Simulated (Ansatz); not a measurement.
Gas-phase electronic energies from Ansatz, PBE0-D4/def2-TZVP geometries. CBS: MP2 limit from def2 TZ/QZ plus the TZ coupled-cluster correction, frozen cores. Functionals use def2-TZVPP. Each species was taken in one conformer, which may not be the lowest.

Consider the isomerisation: `OC(O)(O)[SiH2]F` → `O[SiH2]OC(O)F`.

(1) Is it downhill or uphill in electronic energy at CCSD(T)/CBS, and by how much? (Estimate.)

(2) What do these levels give: PBE-D4, B2PLYP, r2SCAN, MP2/def2-TZVPP, HF/CBS(def2), MP2/CBS(def2)? (An estimate is asked.)

Largest T1 diagnostic among the species: 0.012.

## Answers

(1) Computed: Downhill: ΔE = -100.1 kJ/mol.

(2) The calculation gave: PBE-D4 -88.8, B2PLYP -106.3, r2SCAN -103.7, MP2/def2-TZVPP -105.5, HF/CBS(def2) -127.0, MP2/CBS(def2) -101.6 kJ/mol.

In def2-TZVPP, CCSD(T) changes the Hartree–Fock value by +22.7 kJ/mol (the triples alone add +2.7 kJ/mol) and MP2 by +21.1 kJ/mol. From PBE to PBE0 (25 % exact exchange), in def2-TZVPP and without D4, ΔE moves by −8.0 kJ/mol.
